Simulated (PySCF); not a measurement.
BP86 on Ne²⁺ (neon, charge +2), [He] 2s1 2p4 3d1, one real determinant (an excited configuration). Computed with PySCF 2.14 in aug-cc-pVDZ (4s3p2d, 23 functions), with the non-relativistic Hamiltonian (point nucleus).

```
cycle= 1 E= -123.583663360675  delta_E= -0.00233  |g|= 0.00762  |ddm|= 0.148
cycle= 2 E= -123.583678442146  delta_E= -1.51e-05  |g|= 0.00272  |ddm|= 0.0147
cycle= 3 E= -123.583680431  delta_E= -1.99e-06  |g|= 8.17e-05  |ddm|= 0.00415
cycle= 4 E= -123.583680433546  delta_E= -2.55e-09  |g|= 1.01e-06  |ddm|= 0.000144
cycle= 5 E= -123.583680433547  delta_E= -2.56e-13  |g|= 1.23e-08  |ddm|= 1.72e-06
converged SCF energy = -123.583680433547  <S^2> = 6.0005074  2S+1 = 5.000203
```

Highest occupied orbital energy: 2.735 eV; ⟨L²⟩ = 8.00; populations by l: s 3.00, p 4.00, d 1.00.

Q: Can this result be used?

A: Not for this state. The run converged. ⟨L²⟩ = 8.00 against 12 for a pure F term, so this real determinant mixes terms. The outer electron is Rydberg-like, and this basis confines it to a smaller radius and binds it less than a complete one would. At BP86 the highest occupied level has a positive energy, so only the finite basis holds that electron; for this excited configuration the basis is too tight for the outer shell.
